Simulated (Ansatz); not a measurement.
Geometry optimisation, RKS PBE/def2-SVP in Ansatz 0.2.0.

Input file:

```yaml
crystal:
  periodic: [false, false, false]
  atoms:
    - { symbol: Ge, position_ang: [0.170602, 0.026729, 0.100506] }
    - { symbol: Cl, position_ang: [0.534321, -0.194072, 2.251299] }
    - { symbol: F, position_ang: [1.718413, 0.073359, -0.668333] }
    - { symbol: F, position_ang: [-0.580224, 1.528249, -0.335429] }
    - { symbol: F, position_ang: [-0.638298, -1.326654, -0.622197] }
    - { symbol: "N", position_ang: [-2.729255, -0.032387, 1.213627] }
    - { symbol: H, position_ang: [-2.648027, -0.755587, 0.49226] }
    - { symbol: H, position_ang: [-2.560509, 0.888393, 0.797105] }
    - { symbol: H, position_ang: [-2.022523, -0.208029, 1.956461] }
basis:
  gaussian: { orbitals: def2-SVP }
hamiltonian:
  xc: pbe
relax:
  f_tol: 0.03
  max_steps: 50
output:
  orbitals: {}
```

Command:

```bash
$ ansatz run input.yaml --threads 4 --pin off --max-ram 5120MiB --backend cpu --events-out ev --progress --plain --runs-dir out
```

Question: Where does it end, and by what steps?

Answer: The run converged. The force dipped under the threshold on the way, but the program's further checks kept it going. After 16 steps the energy has fallen by 0.664 eV; N6 moved furthest, 0.64 Å. Joined: Ge1–N6 (3.11 → 2.20 Å).

| step | energy less start (eV) | largest force component (eV/Å) | accepted |
| --- | --- | --- | --- |
| 0 | 0.0000 | 0.825 | yes |
| 1 | -0.0249 | 0.755 | yes |
| 2 | -0.0096 | 0.873 | no |
| 3 | -0.0394 | 0.069 | yes |
| 4 | -0.0413 | 0.076 | yes |
| 5 | -0.0422 | 0.050 | yes |
| 6 | -0.0428 | 0.020 | yes |
| 7 | -0.0442 | 0.078 | yes |
| 8 | -0.0480 | 0.156 | yes |
| 9 | -0.0928 | 1.048 | yes |
| 10 | -0.3416 | 1.329 | yes |
| 11 | -0.5050 | 1.902 | yes |
| 12 | -0.6584 | 0.279 | yes |
| 13 | -0.6458 | 0.387 | no |
| 14 | -0.6627 | 0.082 | yes |
| 15 | -0.6636 | 0.110 | yes |
| 16 | -0.6644 | 0.023 | yes |

```xyz
9
Properties=species:S:1:pos:R:3
Ge -0.080 0.026 0.200
Cl 0.583 -0.298 2.252
F 1.494 0.086 -0.564
F -0.589 1.640 -0.280
F -0.687 -1.347 -0.718
N -2.127 -0.023 0.990
H -2.603 -0.857 0.621
H -2.617 0.823 0.666
H -2.130 -0.049 2.018
```

Whether the end is a true minimum wasn't checked by a vibrational analysis.

The run took 27 s on 4 threads of Arm Neoverse V1, on a shared host, peak memory 0.19 GiB.
